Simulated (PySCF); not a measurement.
**C$_{4}$H$_{13}$FOSi$_{3}$: full NMR table**

```yaml
Formula: C4H13FOSi3
SMILES: CC[SiH2]O/C([SiH3])=C/[SiH2]F
InChI: InChI=1S/C4H13FOSi3/c1-2-9-6-4(7)3-8-5/h3H,2,8-9H2,1,7H3/b4-3-
Point_group_of_the_computed_structure: C1
Degrees_of_unsaturation: 1
Carbon_signals: 4
Proton_signals: 6
```

Mapped SMILES: `[CH3:1][CH2:2][SiH2:3][O:4]/[C:5]([SiH3:6])=[CH:7]/[SiH2:8][F:9]`. Hydrogens are named by the atom that carries them.

- PBE0/pcSseg-1 with gauge-including orbitals
- geometry: GFN2-xTB
- code: PySCF
- in vacuum, single conformer, equivalent nuclei averaged, no relativistic terms

δ = σ(ref) − σ, references computed at the same level: TMS for 1H and 13C and 29Si; CFCl3 for 19F; H2O for 17O.

```tsv
carbon	δC, type	δH (multiplicity)	HMBC from (2–3 bonds)	span of the C tensor (ppm)
C1	6.8, CH3	1.02 (m)	H(Si3), H(C2)	16
C2	8.6, CH2	1.13 (m)	H(Si3), H(C1)	23
C5	175.1, C	–	H(Si8), H(C7), H(Si3), H(Si6)	213
C7	115.8, CH	5.39 (m)	H(Si8), H(Si6)	167
```

Other nuclei:
```tsv
atoms	nucleus	environment	δ (ppm)	σ (ppm)
H(Si8)	1H	hydrogen on a silicon bonded to C, F	5.56	26.16
H(Si3)	1H	hydrogen on a silicon bonded to C, O	4.98	26.74
H(Si6)	1H	hydrogen on a silicon bonded to C	3.95	27.77
F9	19F	fluorine bonded to Si	-227.7	398.7
Si8	29Si	silicon bonded to C, F, 2 H	-6.8	356.0
Si3	29Si	silicon bonded to C, O, 2 H	-24.5	373.7
Si6	29Si	silicon bonded to C, 3 H	-81.0	430.2
O4	17O	oxygen bonded to C, Si	155.8	180.3
```

- Carbon types of the structure: 1 × C, 1 × CH, 1 × CH2, 1 × CH3, leaving 7 H on heteroatoms.
- δC 175.1: alkene carbon bearing oxygen; an sp2 carbon further deshielded by the attached heteroatom.
- δC 115.8: β carbon of an enol-ether or enamine type C=C.
- δC 8.6: sp3 CH2 bonded to Si; an electropositive neighbour leaves it electron-rich and shielded.
- δC 6.8: methyl carbon; aliphatic region, no heteroatom directly attached.
- δH 5.39: hydrogen on a β carbon of an enol-ether or enamine type C=C; olefinic region.

Splittings by 19F in the carbon and heteronuclear signals aren't shown, as no couplings were computed. Shifts are as computed. Against solution values, carbons near 30 ppm lie about +3 ppm off and those near 130 ppm about +5 ppm. Of 1211 compounds with measured shifts, 218 miss one by over three times the rms of a fit or turn the order of signals round; such compounds aren't used in these exercises. Unscaled 19F shifts against computed CFCl3 carry errors that often reach 10 to 50 ppm. Experimental scales use liquid or dissolved standards, which lie at an offset from isolated H2O (liquid H2O: subtract about 36 ppm). Multiplicities follow the n + 1 count of equivalent neighbours, as no J values were calculated; m marks all less simple cases, F and P coupling included.
